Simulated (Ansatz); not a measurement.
Cl$_{3}$FH$_{2}$O$_{2}$W, SMILES `[OH][W]([OH])([F])([Cl])([Cl])[Cl]`. The species carries charge 0 and has multiplicity 1. Correlated methods include outer-core shells of W, which these sets cover unevenly. W: def2 effective core potential.

```csv
atom,x (Å),y (Å),z (Å)
O1,-0.480,1.339,-0.870
W2,0.095,-0.036,0.262
O3,0.801,-0.984,-1.142
F4,-0.877,0.897,1.556
Cl5,0.702,-1.500,1.933
Cl6,-1.852,-1.280,-0.059
Cl7,2.057,1.086,0.670
H8,-0.972,2.103,-0.551
H9,0.526,-1.625,-1.800
```

Task: Give the diagnostics of a CCSD(T)/def2-TZVPP run (frozen core, the Gaussian-basis code of Ansatz). (Best estimate.)

Result: Ansatz gave: T1 = 0.0222, largest single amplitude 0.060, largest double 0.029, (T) share of the correlation energy 5.0 %, 15 CCSD cycles. The RHF solution is stable towards an unrestricted one. T1 lies over the customary mark of 0.02 for closed shells; compounds of d metals often pass it without a breakdown.
